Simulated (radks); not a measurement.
Values are calculated unless marked as measured or tabulated.
Question: All-electron atom: N in [He] 2s2 2p1 3d2 (not the ground configuration). Code: a radial shooting solver on a logarithmic mesh with Libxc functionals. Model: Dirac Kohn-Sham, LDA (Slater exchange, Perdew-Wang correlation), spin-unpolarised, spherical densities, finite nucleus; open shells fill j = l - 1/2 first; Fermi nuclear charge, rms radius 2.5582 fm. Some entries of the table are withheld. Estimate them.

orbital,occ.,eigenvalue (eV),<1/r> (bohr^-1),r(max) (bohr)
1s1/2,2,(1),6.606,0.1491
2s1/2,2,(2),1.230,0.9595
2p1/2,1,(3),1.140,0.8539
2p3/2,0,(4),1.139,0.8546
3d3/2,2,-1.1471,(5),4.893
3d5/2,0,-1.1470,(6),4.893

Answer: 
(1) 1s1/2 eigenvalue (eV): -409.8389
(2) 2s1/2 eigenvalue (eV): -38.0900
(3) 2p1/2 eigenvalue (eV): -26.8584
(4) 2p3/2 eigenvalue (eV): -26.8287
(5) 3d3/2 <1/r> (bohr^-1): 0.2049
(6) 3d5/2 <1/r> (bohr^-1): 0.2048
